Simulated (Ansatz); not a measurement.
C3H12FGeN3 (`C[NH][Ge]([F])([NH]C)[NH]C`) at its PBE0-D4/def2-TZVP geometry, where that method's forces vanish. The species carries charge 0 and has multiplicity 1.

```xyz
20

C     0.7130   -0.1971    2.5587
N     1.0644    0.7061    1.4800
Ge    0.3945    0.4512   -0.1911
F     0.6618    2.0194   -0.9150
N    -1.3640    0.1409   -0.5125
C    -2.3703    1.1490   -0.2432
N     1.2964   -0.9256   -0.9171
C     1.0524   -1.4333   -2.2522
H     0.7962   -1.2302    2.2120
H    -0.3039   -0.0613    2.9523
H     1.4127   -0.0843    3.3918
H     1.0705    1.6760    1.7591
H    -1.6660   -0.7967   -0.2950
H    -1.9986    2.1238   -0.5640
H    -3.2771    0.9446   -0.8196
H    -2.6540    1.2301    0.8149
H     2.2596   -0.9836   -0.6248
H     1.6536   -0.9358   -3.0227
H     0.0023   -1.2856   -2.5099
H     1.2565   -2.5076   -2.3020
```

Question: What forces (eV/Å) does PBE-D4/def2-TZVPP give on these atoms in Ansatz? (An estimate is asked.)

Answer: The calculation gave: 
```
C1  -0.041 -0.042  0.066
N2   0.303 -0.062  0.086
Ge3 -0.041 -0.193  0.137
F4   0.102  0.641 -0.294
N5  -0.131 -0.032 -0.257
C6  -0.058  0.048  0.033
N7  -0.047 -0.237  0.037
C8   0.000 -0.033 -0.079
H9   0.014 -0.211 -0.062
H10 -0.220  0.004  0.109
H11  0.142  0.016  0.184
H12  0.005  0.339  0.081
H13 -0.095 -0.330  0.071
H14  0.068  0.202 -0.062
H15 -0.198 -0.032 -0.117
H16 -0.081  0.041  0.224
H17  0.329 -0.010  0.117
H18  0.120  0.092 -0.186
H19 -0.213  0.028 -0.059
H20  0.039 -0.229 -0.028
```
